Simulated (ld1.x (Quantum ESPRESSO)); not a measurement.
Pb (Z = 82): one change to an ultrasoft potential, before and after

- Element: Pb
- Generator: ld1.x (Quantum ESPRESSO) 7.5
- Type: ultrasoft
- Functional: PBEsol
- Relativity: scalar-relativistic
- Frozen core: [Xe] 4f14
- Valence charge: 14
- Reference configuration: 5d10 6s2 6p2
- Partial waves: 6s (bound): rcut 1.45, rcutus 1.90 bohr; 6s channel at -0.2 Ry: rcut 1.45, rcutus 1.90 bohr; 6p (bound): rcut 1.60, rcutus 2.15 bohr; 6p channel at 1.5 Ry: rcut 1.60, rcutus 2.15 bohr; 5d (bound): rcut 1.00, rcutus 1.30 bohr; 5d channel at -0.45 Ry: rcut 1.00, rcutus 1.30 bohr
- Local potential: all-electron potential smoothed inside 2.10 bohr (lloc = -1)
- Core correction: none
- Augmentation charge: PSQ, inside the norm-conserving radii

Change: waves 6p (bound): rcut 1.60, rcutus 2.06 bohr; 6p channel at 1.5 Ry: rcut 1.60, rcutus 2.06 bohr.

Cutoffs: the cutoffs (Ry, on a coarse ladder) from which the occupation-weighted sum of valence levels, in a spherical-Bessel basis at the reference potential, stays within 10 and 1 mRy of its value at 400 Ry; they do not see the model core or the augmentation charge, which bear on the density cutoff. Errors are all-electron minus pseudo energies relative to the spin-unpolarised reference configuration.

**Question.** What does the change do?

**Answer.** The potential gets neither clearly harder nor softer (70 Ry and 120 Ry → 70 Ry and 120 Ry); a bound ghost appears in p, which as a rule spoils a file; of the 7 tests that both files solve, the error grows in 2 and shrinks in 1 by more than 15 % and 0.3 meV (median size 9.2 → 8.6 meV).

```csv
quantity,base,changed
"cutoff, loose",70 Ry,70 Ry
"cutoff, tight",120 Ry,120 Ry
bound ghosts,none,p
"error for 5d10 6s2 6p1, meV [ΔE 6.60 eV]",-3.0,-3.6
"error for 5d10 6s2 6p0, meV [ΔE 20.04 eV]",-8.4,-8.6
"error for 5d10 6s1 6p0, meV [ΔE 52.52 eV]",-13,-13
"error for 5d10 6s0 6p4, meV [ΔE 17.91 eV]",+9.2,-1.3
"error for 5d10 6s0 6p0, meV [ΔE 95.24 eV]",+25,+24
"error for 5d9 6s2 6p3, meV [ΔE 19.29 eV]",+13,-13
"error for 5d10 6s1 6p2, meV [ΔE 16.18 eV]",-2.0,-6.5
lowest overlap eigenvalue by channel,"s 0.48, p 0.55, d 0.89","s 0.48, p 0.60, d 0.89"
```

 A true bound ghost makes a file unfit for plane-wave use even where its test errors are small: the radial tests pick states by their node count and pass the ghost by.
